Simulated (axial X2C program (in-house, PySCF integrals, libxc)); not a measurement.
## Potential curves of BTe, spin-free

Calculated with an in-house relativistic program for diatomic molecules. Spin-free means the one-electron spin-free X2C Hamiltonian. Basis: Te dyall-cv3z [11s12p8d4f1g], B dyall-v3z [7s6p2d1f] (cores contracted in-house); Gaussian nuclei, density fitting, unrestricted open shells. Masses: Te 129.906 u, B 11.009 u.

State: M_S = 1/2, Λ = 0 (beyond evenly filled blocks: σα). Energies in cm⁻¹ from the fragments at the same level (Te + B). Fits are polynomials in 1 − R0/R over 0.85 to 1.23 times the lowest point R0.

| R (Å) | HF | CCSD(T) | CCSD |
| --- | --- | --- | --- |
| 1.7026 | -8062 |  |  |
| 1.7809 | -13768 | -25104 | -23208 |
| 1.8396 | -16216 | -27679 | -25692 |
| 1.8983 | -17455 | -29070 | -26991 |
| 1.9570 | -17742 | -29544 | -27371 |
| 2.0255 | -17156 | -29231 | -26945 |
| 2.0940 | -15844 | -28266 | -25861 |
| 2.1821 | -13500 | -26461 | -23886 |
| 2.2897 | -10358 |  |  |

Correlated methods: 9 electrons correlated (number of frozen shells: Te 4 s, 3 p, 2 d; B 1 s), 225 virtual spin orbitals or spinors in MP2, 89 natural virtuals in coupled cluster.

Occupations by symmetry block were frozen at the best pattern of an incomplete PBE0 search. Dissociation energies refer to the lowest single-determinant-based atoms at the same level and basis. CCSD and (T) use frozen natural virtuals with an MP2 correction for the truncation; (T) itself is uncorrected, so its De runs slightly low. The determinant is spin-polarised beyond a pure state at some levels (its spin-free form has ⟨S²⟩ too high), which makes Re and μ there less reliable. The T1 diagnostic is large, a sign of multireference character. The stretched end of a curve changes character and is left out. With the outer-core shells frozen, correlated bond lengths of heavy atoms tend to come out a few hundredths of an ångström too long. Spin-free De lacks the spin–orbit lowering of the heavy p-block atom, a tenth of an eV or more for 4p and 5p, up to an eV for 6p and one to two eV for 7p atoms, less what an open-shell molecule gains itself. Coupled cluster ran on the points near the minimum only. MP2 and coupled cluster on one determinant become unreliable at the stretched end.

(1) Fit the HF curve near its minimum: give the equilibrium distance, the harmonic wavenumber and the well depth.

(2) Fit the CCSD(T) curve near its minimum: give the equilibrium distance, the harmonic wavenumber and the well depth.

(3) Fit the CCSD curve near its minimum: give the equilibrium distance, the harmonic wavenumber and the well depth.

## Answers

(1) At HF, spin-free: Re = 1.948 Å, ωe ≈ 859 cm⁻¹, De = 2.20 eV to Te + B; Be follows as 0.438 cm⁻¹.

(2) At CCSD(T), spin-free: Re = 1.965 Å, ωe ≈ 801 cm⁻¹, De = 3.66 eV to Te + B; Be follows as 0.43 cm⁻¹.

(3) At CCSD, spin-free: Re = 1.957 Å, ωe ≈ 819 cm⁻¹, De = 3.39 eV to Te + B; Be follows as 0.434 cm⁻¹.
